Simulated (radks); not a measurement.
Q: All-electron atom: Se in [Ar] 3d10 4s1 4p4 5s1 (not the ground configuration). All-electron calculation, scalar-relativistic Kohn-Sham, BP86, spin-polarised, spherical densities, point nucleus; open shells are filled with parallel spins first. Program: a radial shooting solver on a logarithmic mesh with Libxc functionals. Some entries of the table are withheld. Estimate them.

| orbital | occ. | eigenvalue (eV) | r(max) (bohr) | <r^2> (bohr^2) |
|---|---|---|---|---|
| 1s up | 1 | -12515.42 | 0.02880 | 0.002616 |
| 1s down | 1 | -12515.19 | 0.02880 | 0.002616 |
| 2s up | 1 | -1614.397 | 0.1644 | 0.04527 |
| 2s down | 1 | -1614.274 | 0.1644 | 0.04527 |
| 2p up | 3 | -1420.799 | 0.1317 | 0.03585 |
| 2p down | 3 | -1420.623 | 0.1317 | 0.03585 |
| 3s up | 1 | -220.3535 | 0.5021 | 0.3796 |
| 3s down | 1 | -220.0592 | 0.5022 | 0.3789 |
| 3p up | 3 | -159.8437 | 0.5002 | 0.4082 |
| 3p down | 3 | -159.5087 | 0.5003 | 0.4068 |
| 3d up | 5 | -60.0340 | 0.4526 | 0.4987 |
| 3d down | 5 | -59.5581 | 0.4524 | 0.4895 |
| 4s up | 1 | -23.7040 | 1.487 | 3.409 |
| 4s down | 0 | -20.8193 | 1.478 | 3.487 |
| 4p up | 3 | -12.0427 | 1.727 | 5.081 |
| 4p down | 1 | -9.3959 | 1.748 | 5.561 |
| 5s up | 1 | -2.3817 | 4.770 | 34.79 |
| 5p up | 0 | -0.9240 | 6.397 | (1) |
| 4d up | 0 | -0.4654 | 4.766 | 50.18 |

A: 
(1) 5p up <r^2> (bohr^2): 64.28
